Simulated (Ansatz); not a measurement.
```yaml
crystal:
  periodic: [true, true, true]
  atoms:
    - {symbol: O, position_ang: [-0.969063, 0.776327, -1.057561]}
    - {symbol: Si, position_ang: [-0.000026, -0.000002, -0.000043]}
    - {symbol: O, position_ang: [1.527557, 0.433665, -0.372193]}
    - {symbol: O, position_ang: [-0.043146, -1.629307, -0.059865]}
    - {symbol: O, position_ang: [-0.515439, 0.419344, 1.489445]}
    - {symbol: H, position_ang: [-0.639600, 0.869499, -1.952410]}
    - {symbol: H, position_ang: [2.226326, -0.134855, -0.045880]}
    - {symbol: H, position_ang: [-0.768247, -2.056200, 0.398349]}
    - {symbol: H, position_ang: [-0.818362, 1.321538, 1.600168]}
basis:
  gaussian: {orbitals: def2-TZVP}
magnetization: {spin_polarized: true, initial_magnetization: 0}
hamiltonian: {xc: {name: PBE0-DH}}
output: {forces: true}
```

```sh
$ ansatz run in.yaml --threads 2 --pin off --events-out ev --progress --plain --max-ram 32768MiB --backend cpu
```

Output, abridged:

```
Error: YAML parse error: error: line 2 column 3: crystal: missing field `lattice` (a structure is typed as `lattice` and `atoms`, a molecule's as `atoms` in Å alone, or read from a run's directory, `checkpoint`)
 --> <input>:2:3
1 | crystal:
2 |   periodic: [true, true, true]
3 |   atoms:
4 |     - {symbol: O, position_ang: [-0.969063, 0.776327, -1.057561]}
```

Problem. What is wrong with this run?

Solution. The molecule is marked periodic without a cell. The program refused the input.
